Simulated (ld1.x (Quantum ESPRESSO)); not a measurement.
**cadmium: one change to a TM semilocal potential, before and after**

```
Element                 : Cd (Z = 48)
Generator               : ld1.x (Quantum ESPRESSO) 7.5
Type                    : norm-conserving Troullier–Martins (semilocal form)
Functional              : PBE
Relativity              : scalar-relativistic
Frozen core             : [Ar] 3d10 4s2
Valence charge          : 18
Reference configuration : 4p6 4d10 5s2 5p0
Partial waves           : 4p (bound): rc 1.00 bohr; 4d (bound): rc 1.65 bohr; 5s (bound): rc 1.70 bohr
Local potential         : the s channel
Core correction         : a·sin(br)/r model core inside 0.75 bohr
```

Change: all radii but the core radius scaled by about 1.14 (s 1.94, p 1.14, d 1.90 bohr).

Cutoffs: the cutoffs (Ry, on a coarse ladder) from which the occupation-weighted sum of valence levels, in a spherical-Bessel basis at the reference potential, stays within 10 and 1 mRy of its value at 400 Ry; they do not see the model core or the augmentation charge, which bear on the density cutoff. Errors are all-electron minus pseudo energies relative to the spin-unpolarised reference configuration.

How do hardness, ghosts and transferability respond?

The potential gets softer (160 Ry and 230 Ry → 140 Ry and 180 Ry); of the 7 tests that both files solve, the error grows in 6 and shrinks in 1 by more than 15 % and 0.3 meV (median size 7.5 → 11.8 meV); neither file shows a bound ghost. A larger radius leaves more room for a smooth pseudo-wave, so fewer plane waves are needed. A semilocal file is local in each channel, so a ghost entry of none says nothing of the separable form that plane-wave codes build from it.

| quantity | base | changed |
| --- | --- | --- |
| cutoff, loose | 160 Ry | 140 Ry |
| cutoff, tight | 230 Ry | 180 Ry |
| loose cutoff by channel (10 mRy a level) | p 90 Ry, d 55 Ry, s 21 Ry | p 80 Ry, d 50 Ry, s 8 Ry |
| bound ghosts | none | none |
| error for 4p6 4d10 5s1 5p0, meV [ΔE 9.27 eV] | -2.4 | -5.1 |
| error for 4p6 4d10 5s0 5p0, meV [ΔE 26.40 eV] | -20 | -31 |
| error for 4p6 4d9 5s0 5p0, meV [ΔE 64.41 eV] | -7.5 | -12 |
| error for 4p5 4d10 5s2 5p0, meV [ΔE 74.20 eV] | -3.5 | -172 |
| error for 4p6 4d8 5s0 5p0, meV [ΔE 118.47 eV] | -18 | -2.3 |
| error for 4p6 4d10 5s1.5 5p0, meV [ΔE 3.71 eV] | -0.7 | -1.3 |
| error for 4p6 4d10 5s0 5p1, meV [ΔE 15.05 eV] | +18 | +32 |
